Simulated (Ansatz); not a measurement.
Wavefunction ladder for CH6BNOSi (`B[Si]1(O)CN1`)

```
atom   x (Å)   y (Å)   z (Å)
  B1  -1.617   0.116  -1.349
 Si2  -0.126   0.398  -0.080
  O3   0.482   1.925  -0.168
  C4   0.982  -1.005   0.401
  N5  -0.042  -0.518   1.367
  H6  -2.410  -0.750  -1.134
  H7  -1.689   0.723  -2.375
  H8   1.256   2.134   0.358
  H9   0.870  -2.043   0.096
 H10   2.022  -0.737   0.599
 H11   0.272  -0.242   2.284
```

Total charge 0; spin multiplicity 1. The structure was optimised at the PBE0-D4/def2-TZVP level. It is one conformer, not always the lowest. Frozen core, restricted reference, Ansatz 0.2.0. CBS rows extrapolate triple and quadruple zeta; past MP2 they add the triple-zeta difference.

```json
{"basis": "def2-SVP", "HF (Eh)": "-484.01533", "MP2 corr.": "-0.66157", "CCSD corr.": "-0.70987", "(T)": "-0.02051", "CCSD(T) total": "-484.74571"}
{"basis": "def2-TZVPP", "HF (Eh)": "-484.36404", "MP2 corr.": "-0.82957", "CCSD corr.": "-0.86789", "(T)": "-0.03517", "CCSD(T) total": "-485.26710"}
{"basis": "def2-QZVPP", "HF (Eh)": "-484.38280", "MP2 corr.": "-0.89011", "CCSD corr.": "–", "(T)": "–", "CCSD(T) total": "–"}
{"basis": "CBS(def2)", "HF (Eh)": "-484.38539", "MP2 corr.": "-0.93495", "CCSD corr.": "-0.97327", "(T)": "as TZ", "CCSD(T) total": "-485.39383"}
```
